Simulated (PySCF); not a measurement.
Species: C₆H₂F₄.
SMILES with atom numbers: `[F:1][c:2]1[cH:3][cH:4][c:5]([F:6])[c:7]([F:8])[c:9]1[F:10]`

Probes without a nucleus sit at each ring's centroid and 1 Å off its mean plane on both sides; NICS is minus the shielding there, NICSzz its component along the normal. Level: GIAO PBE0/pcSseg-1 (PySCF, non-relativistic, gas phase) on the GFN2-xTB geometry, one conformer.

Ring bond lengths (Å), with Mayer bond orders in brackets: C2–C3 1.384 (1.45), C3–C4 1.383 (1.40), C4–C5 1.384 (1.45), C5–C7 1.392 (1.34), C7–C9 1.392 (1.33), C9–C2 1.392 (1.34).

Problem. Give the NICS values of each ring in ppm.

Solution. 
| ring | type | NICS(0) | NICS(1), two faces | NICS(1)zz, two faces | rms pucker (Å) | centre to ring atoms, mean (Å) |
| --- | --- | --- | --- | --- | --- | --- |
| C2–C3–C4–C5–C7–C9 | 6-membered carbocycle; formal bonds all aromatic | -14.8 | -11.8 / -11.7 | -25.9 / -25.9 | 0.00 | 1.39 |

Problem. What do they say, and how far can they be read as aromaticity?

Solution. 
- C2–C3–C4–C5–C7–C9: mean NICS(1)zz -25.9 ppm, shielded. The ring is flat and has no four-coordinate atom; by the NICS criterion it is aromatic.

Problem. What does the geometric index give? HOMA takes Krygowski's 1993 parameters.

Solution. 
- C2–C3–C4–C5–C7–C9: HOMA 1.00 = 1 − EN − GEO, with mean bond length 1.388 Å, EN = α(Ropt − mean)² = 0.000 and GEO = α × variance = 0.005. The geometric and the magnetic index point the same way.

Problem. Give the inner angles of the rings and the Hirshfeld charges of the ring atoms.

Solution. 
- C2–C3–C4–C5–C7–C9: C2 120.9° (+0.071 e), C3 119.7° (-0.061 e), C4 119.8° (-0.061 e), C5 120.9° (+0.071 e), C7 119.3° (+0.061 e), C9 119.4° (+0.061 e); sum 720.0° against 720° for a flat convex ring.

Problem. What are the shieldings of the ring atoms and their hydrogens in the same run (means over atoms taken as equivalent)?

Solution. 
```json
{"atoms": "C2 (×2)", "environment": "aromatic C–F carbon", "σ isotropic (ppm)": "29.1", "principal values of the symmetric part, first atom (ppm)": "-30.9, 27.2, 91.1"}
{"atoms": "C3 (×2)", "environment": "aromatic CH carbon", "σ isotropic (ppm)": "69.7", "principal values of the symmetric part, first atom (ppm)": "-14.9, 53.8, 170.1"}
{"atoms": "C7 (×2)", "environment": "aromatic C–F carbon", "σ isotropic (ppm)": "35.3", "principal values of the symmetric part, first atom (ppm)": "-4.1, 13.4, 96.5"}
{"atoms": "H on C3 (×2)", "environment": "aromatic hydrogen", "σ isotropic (ppm)": "24.49", "principal values of the symmetric part, first atom (ppm)": "21.0, 25.5, 27.1"}
```
